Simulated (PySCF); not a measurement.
**BeCl2: map over both bonds**

Method: PBE in PySCF with Be def2-TZVP, Cl def2-TZVP; no relativity; density-fitted integrals.

Rigid scan from the singlet minimum (Be–Cl 1.809 Å (×2); Cl–Be–Cl 180.0°). Coordinate: rows scale the first bond (Be–Cl), columns the second (Be–Cl). Energies in kJ/mol from the minimum.

(1) Give the energy map for rows 0.94, 0.97, 1.00, 1.04, 1.09, 1.15 and columns 0.94, 0.97, 1.00, 1.04, 1.09, 1.15.

(2) And the size of the dipole moment (D) on the same grid?

## Answers

(1) 
| scale \ scale | 0.94 | 0.97 | 1.00 | 1.04 | 1.09 | 1.15 |
| --- | --- | --- | --- | --- | --- | --- |
| 0.94 | 26.1 | 16.0 | 12.7 | 16.5 | 30.7 | 56.6 |
| 0.97 | 16.0 | 6.0 | 2.9 | 6.9 | 21.4 | 47.7 |
| 1.00 | 12.7 | 2.9 | 0.0 | 4.3 | 19.0 | 45.7 |
| 1.04 | 16.5 | 6.9 | 4.3 | 8.9 | 24.0 | 51.0 |
| 1.09 | 30.7 | 21.4 | 19.0 | 24.0 | 39.6 | 67.1 |
| 1.15 | 56.6 | 47.7 | 45.7 | 51.0 | 67.1 | 95.2 |

(2) 
| scale \ scale | 0.94 | 0.97 | 1.00 | 1.04 | 1.09 | 1.15 |
| --- | --- | --- | --- | --- | --- | --- |
| 0.94 | 0.00 | 0.24 | 0.48 | 0.80 | 1.20 | 1.67 |
| 0.97 | 0.24 | 0.00 | 0.24 | 0.56 | 0.96 | 1.43 |
| 1.00 | 0.48 | 0.24 | 0.00 | 0.32 | 0.72 | 1.19 |
| 1.04 | 0.80 | 0.56 | 0.32 | 0.00 | 0.40 | 0.87 |
| 1.09 | 1.20 | 0.96 | 0.72 | 0.40 | 0.00 | 0.47 |
| 1.15 | 1.67 | 1.43 | 1.19 | 0.87 | 0.47 | 0.00 |

The scan took 31 s on 2 threads of a shared Arm Neoverse V1 host; the process peaked at 0.75 GiB.
